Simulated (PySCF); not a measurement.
Ligand exchange on a metal centre used in film growth or etching (Ti Cl-OH). Isolated molecules, 0 K electronic values unless said otherwise. One relaxed conformer stands for each flexible species; it need not be the lowest.

The LUMO from two functionals at the same geometries (BP86-D3(BJ)/def2-SVP), both in PySCF: PBE-D3(BJ)/def2-TZVP and TPSSh-D3(BJ)/def2-TZVP. 

| species | PBE-D3(BJ)/def2-TZVP (eV) | TPSSh-D3(BJ)/def2-TZVP (eV) |
|---|---|---|
| 0 of 4 Cl replaced by OH | -4.62 | -4.32 |
| 1 of 4 Cl replaced by OH | -4.02 | -3.70 |
| 2 of 4 Cl replaced by OH ([Ti(Cl)2(OH)2]) | -3.41 | -3.06 |
| 3 of 4 Cl replaced by OH | -2.86 | -2.45 |
| 4 of 4 Cl replaced by OH ([Ti(OH)4]) | -2.22 | -1.79 |

Over these rows, drawn at random from the members with no instability flagged (it was tested for open shells, ions and some series alone), PBE minus TPSSh-D3(BJ): mean -0.36 eV, from -0.43 eV to -0.30 eV.
